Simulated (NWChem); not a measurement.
System: C₂H₇ClOSi; SMILES C[C@@H](O)[SiH2]Cl

Parts of the log:

```
             Northwest Computational Chemistry Package (NWChem) 7.3.0
             --------------------------------------------------------

 C1  symmetry detected

                             Geometry "geometry" -> ""
                             -------------------------

 Output coordinates in angstroms (scale by  1.889725989 to convert to a.u.)

  No.       Tag          Charge          X              Y              Z
 ---- ---------------- ---------- -------------- -------------- --------------
    1 C                    6.0000    -0.57549438     2.43850301    -0.20528087
    2 C                    6.0000     0.18800868     1.12972098    -0.38604199
    3 O                    8.0000     1.46408292     1.18457598     0.24875224
    4 Si                  14.0000    -0.76674103    -0.41040709     0.25744581
    5 Cl                  17.0000     0.28494487    -2.06481246    -0.15436907
    6 H                    1.0000    -0.82492563     2.59488611     0.84346404
    7 H                    1.0000    -1.49800200     2.41368441    -0.77833411
    8 H                    1.0000     0.02755434     3.27841339    -0.54598312
    9 H                    1.0000     0.43116705     1.01239514    -1.44761279
   10 H                    1.0000     1.33476928     1.42739852     1.17191523
   11 H                    1.0000    -2.07969887    -0.48392794    -0.37675651
   12 H                    1.0000    -0.88830175    -0.28129033     1.71125938

 Effective nuclear repulsion energy (a.u.)     293.9176466169

                                Z-matrix (autoz)
                                --------

 Units are Angstrom for bonds and degrees for angles

[...]

      ----------------------
      Optimization converged
      ----------------------

  Step       Energy      Delta E   Gmax     Grms     Xrms     Xmax
  ---- ---------------- -------- -------- -------- -------- --------
@   12    -903.09981822 -5.4D-08  0.00002  0.00001  0.00054  0.00169
                                     ok       ok       ok       ok

                                Z-matrix (autoz)
                                --------

 Units are Angstrom for bonds and degrees for angles

      Type          Name      I     J     K     L     M      Value     Gradient
      ----------- --------  ----- ----- ----- ----- ----- ---------- ----------
    1 Stretch                  1     2                       1.52939    0.00001
    2 Stretch                  1     6                       1.08826    0.00000
    3 Stretch                  1     7                       1.08563    0.00001
    4 Stretch                  1     8                       1.08469   -0.00001
    5 Stretch                  2     3                       1.41591    0.00002
    6 Stretch                  2     4                       1.90212    0.00002
    7 Stretch                  2     9                       1.08392   -0.00000
    8 Stretch                  3    10                       0.94840   -0.00000
    9 Stretch                  4     5                       2.06682    0.00000
   10 Stretch                  4    11                       1.47108   -0.00000
   11 Stretch                  4    12                       1.47231   -0.00001
   12 Bend                     1     2     3               111.37268    0.00000
   13 Bend                     1     2     4               112.91453   -0.00000
   14 Bend                     1     2     9               108.53531   -0.00000
   15 Bend                     2     1     6               111.60597   -0.00000
   16 Bend                     2     1     7               111.44086    0.00001
   17 Bend                     2     1     8               109.69671   -0.00000
   18 Bend                     2     3    10               109.91047   -0.00000
   19 Bend                     2     4     5               110.66636    0.00000
   20 Bend                     2     4    11               111.44561    0.00000
   21 Bend                     2     4    12               109.37707    0.00000
   22 Bend                     3     2     4               110.48359    0.00000
   23 Bend                     3     2     9               104.74504   -0.00000
   24 Bend                     4     2     9               108.40043    0.00000
   25 Bend                     5     4    11               107.37603   -0.00000
   26 Bend                     5     4    12               107.73073   -0.00000
   27 Bend                     6     1     7               107.75532   -0.00000
   28 Bend                     6     1     8               107.77995    0.00000
   29 Bend                     7     1     8               108.43268   -0.00000
   30 Bend                    11     4    12               110.16164   -0.00000
   31 Torsion                  1     2     3    10          56.75062    0.00000
   32 Torsion                  1     2     4     5         168.85947    0.00000
   33 Torsion                  1     2     4    11          49.44713    0.00000
   34 Torsion                  1     2     4    12         -72.60553    0.00000
   35 Torsion                  3     2     1     6         -66.05707    0.00000
   36 Torsion                  3     2     1     7         173.41750    0.00000
   37 Torsion                  3     2     1     8          53.32496    0.00000
   38 Torsion                  3     2     4     5         -65.67108    0.00000
   39 Torsion                  3     2     4    11         174.91659    0.00000
   40 Torsion                  3     2     4    12          52.86393    0.00000
   41 Torsion                  4     2     1     6          58.93090    0.00001
   42 Torsion                  4     2     1     7         -61.59453    0.00001
   43 Torsion                  4     2     1     8         178.31292    0.00000
   44 Torsion                  4     2     3    10         -69.58556    0.00000
   45 Torsion                  5     4     2     9          48.57181    0.00000
   46 Torsion                  6     1     2     9         179.14131    0.00001
   47 Torsion                  7     1     2     9          58.61588    0.00000
   48 Torsion                  8     1     2     9         -61.47666    0.00000
   49 Torsion                  9     2     3    10         173.87901    0.00000
   50 Torsion                  9     2     4    11         -70.84053    0.00000
   51 Torsion                  9     2     4    12         167.10681    0.00000

                         Geometry "geometry" -> "geometry"
                         ---------------------------------

 Output coordinates in angstroms (scale by  1.889725989 to convert to a.u.)

[...]
```

Level: Hartree-Fock/6-31G* (spherical d). 

Reconstruct the input file.

One answer among several that fit: the input that was run:
```
start job
memory heap 200 mb stack 900 mb global 1100 mb
geometry units angstroms
  C     -2.431935    -0.643047     0.781841
  C     -1.306945     0.092251     0.059168
  O     -1.209680     1.445924     0.497856
  Si     0.409256    -0.753727     0.250462
  Cl     1.763971     0.235120    -0.844810
  H     -2.206451    -0.740167     1.843096
  H     -2.555222    -1.638086     0.363841
  H     -3.368788    -0.098703     0.676052
  H     -1.573121     0.181156    -0.999638
  H     -1.114696     1.449298     1.456439
  H      0.331683    -2.143737    -0.189232
  H      0.792046    -0.666091     1.661424
end
basis spherical
  * library 6-31g*
end
dft
  xc hfexch
  iterations 150
end
driver
  maxiter 150
end
task dft optimize
```
